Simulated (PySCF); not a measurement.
Correlation energy of B⁺ (boron, charge +1)

[He] 2s2, closed-shell 1S. Calculation: PySCF 2.14, in x2c-TZVPall (5s3p2d1f, 31 functions); scalar relativity by spin-free X2C-1e. Frozen: 1s2; 2 electrons correlated.

Total MP2 correlation energy: -35.44 mhartree.

Same-spin part 0.00 and opposite-spin part -35.44 mhartree; SCS-MP2 scales them by 1/3 and 6/5 to -42.53 mhartree.

With two correlated electrons CCSD is exact within the correlated space (frozen core and kept virtual orbitals).

```json
{"level": "CCSD", "correlation energy (mhartree)": "-59.44"}
```

Diagnostics: T1 = 0.012, D1 = 0.0167, largest double amplitude 0.150.

A double-excitation amplitude exceeds 0.15, a sign of near-degeneracy.

Cost of the coupled-cluster step: 0.07 s of wall time on 1 thread of Neoverse-V1 (shared host), for 2 correlated electrons.
